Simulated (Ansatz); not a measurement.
Program: Ansatz. Geometries: PBE0-D4/def2-TZVP. ΔE: electronic, gas phase. CCSD(T)/CBS is the MP2 limit (def2-TZVPP, def2-QZVPP) plus CCSD(T) − MP2 in def2-TZVPP, frozen cores. DFT in def2-TZVPP. B3LYP here is the variant with VWN-RPA as its local correlation; programs differ in this. HSE06 is defined as in plane-wave codes. One conformer a species, not always the lowest.

Consider the ligand exchange at the Al–C bond: `FC(F)=[CH][AlH2]` + `BBO` → `BB[O][AlH2]` + `C=C(F)F`.

(1) Is it downhill or uphill in electronic energy at CCSD(T)/CBS, and by how much? (An estimate is asked.)

(2) What do these levels give: LDA (SPW92), r2SCAN-D4, B3LYP-D4, r2SCANh-D4, HSE06-D4, B2PLYP, PBE0, B3LYP, HF/def2-SVP, MP2/def2-SVP, CCSD/def2-SVP, CCSD/CBS(def2)? (An estimate is asked.)

Largest T1 diagnostic among the species: 0.014.

Results:

(1) Ansatz gave: Downhill: ΔE = -109.4 kJ/mol.

(2) Computed: LDA (SPW92) -99.8, r2SCAN-D4 -106.4, B3LYP-D4 -112.6, r2SCANh-D4 -107.0, HSE06-D4 -100.6, B2PLYP -112.2, PBE0 -101.4, B3LYP -113.5, HF/def2-SVP -115.5, MP2/def2-SVP -103.6, CCSD/def2-SVP -107.1, CCSD/CBS(def2) -112.5 kJ/mol.

Leaving LDA and LC-ωPBE aside and taking each functional with its dispersion term where it has one, the values, not all of them listed here, spread over 20.4 kJ/mol, from BHLYP-D4 to revPBE-D4. At CCSD(T), def2-SVP lies +4.9 kJ/mol from the extrapolated value and def2-TZVPP +1.6 kJ/mol. In def2-TZVPP, CCSD(T) changes the Hartree–Fock value by +14.5 kJ/mol (the triples alone add +3.1 kJ/mol) and MP2 by +15.0 kJ/mol.
